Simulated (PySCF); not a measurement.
## Ni+ (nickel, charge +1) across methods

[Ar] 3d8 4s1, high-spin 4F determinant (an excited configuration). Computed with PySCF 2.14 in def2-QZVPPD (11s6p5d4f2g, 100 functions), with no relativity, point nucleus. The B2PLYP total includes its PT2 part (frozen core); its orbital energies are those of the SCF part.

```
method  E (hartree)  mean ε 3d α (eV)  mean ε 3d β (eV)  mean ε 4s α (eV)  Σ⟨r²⟩ (bohr²)   ⟨S²⟩
   UHF  -1506.62268           -29.072           -26.438           -15.964          23.88  3.752
  BP86    -1508.198           -19.202           -17.448           -13.763          23.74  3.750
  PBE0    -1507.752           -21.741           -19.730           -14.304          23.73  3.750
   PBE    -1507.724           -19.090           -17.245           -13.587          23.85  3.750
r2SCAN    -1507.970           -19.404           -17.604           -13.904          23.65  3.751
 B3LYP    -1508.028           -21.273           -19.423           -14.262          23.75  3.751
  BLYP    -1508.061           -18.976           -17.284           -13.532          23.87  3.750
   LDA    -1505.284           -19.404           -17.393           -13.839          23.75  3.750
```

(1) Estimate the same row for B2PLYP.

Results:

(1) E (hartree) = -1507.711; mean ε 3d α (eV) = -24.441; mean ε 3d β (eV) = -22.287; mean ε 4s α (eV) = -14.944; Σ⟨r²⟩ (bohr²) = 23.75; ⟨S²⟩ = 3.751.
